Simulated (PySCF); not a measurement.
# Rh¹⁶⁺: ionisation energy

Rh¹⁶⁺ [Ar] 3d10 4s1 (2S) → Rh¹⁷⁺ [Ar] 3d10 (1S), as a difference of total energies. Computed with PySCF 2.14 in an uncontracted even-tempered set (20 s from 0.68 bohr⁻², ratio 2.5; 14 p from 0.88 bohr⁻², ratio 2.5; 9 d from 1.6 bohr⁻², ratio 2.5; 5 f from 4.9 bohr⁻², ratio 2.7; 4 g from 7.4 bohr⁻², ratio 2.7), with the spin-free X2C one-electron Hamiltonian (Gaussian nucleus). Correlated levels: outer shells: [Ne] frozen; virtual orbitals above 40 to 60 times the deepest correlated orbital energy dropped. The calculations carry no spin-orbit coupling.

| method | ionisation energy (eV) |
| --- | --- |
| UHF | 414.89 |
| LDA | 418.80 |
| PBE | 418.76 |
| PBE0 | 417.93 |
| r2SCAN | 416.74 |
| MP2 (outer shells) | 416.14 |
| SCS-MP2 (outer shells) | 415.89 |

How much does correlation contribute at MP2 (outer shells)?

416.14 − (414.89) = 1.25 eV, measured against UHF.

Breit and QED terms and the two-electron picture change are absent.

For comparison: 415.97 ± 0.14 eV (semi-empirical (NIST evaluation); NIST Atomic Spectra Database, ionization energies).
